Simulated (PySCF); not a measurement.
A structure optimised at B3LYP-D3(BJ)/def2-SVP, used in a PySCF frequency run:

```xyz
5

Si    -1.3351    -0.3765     0.0000
F     -1.9900     0.3196    -1.2960
F     -1.9900     0.3196     1.2960
I      1.0597     0.0252     0.0000
H     -1.6518    -1.8142     0.0000
```
Charge 0, spin multiplicity 1.

Problem. Write its SMILES, formula and point group.

Solution. F[SiH](F)I, F₂HISi, Cs

Problem. What are its rotational constants (standard atomic weights)?

Solution. 6.7388, 1.4236, 1.2397 GHz
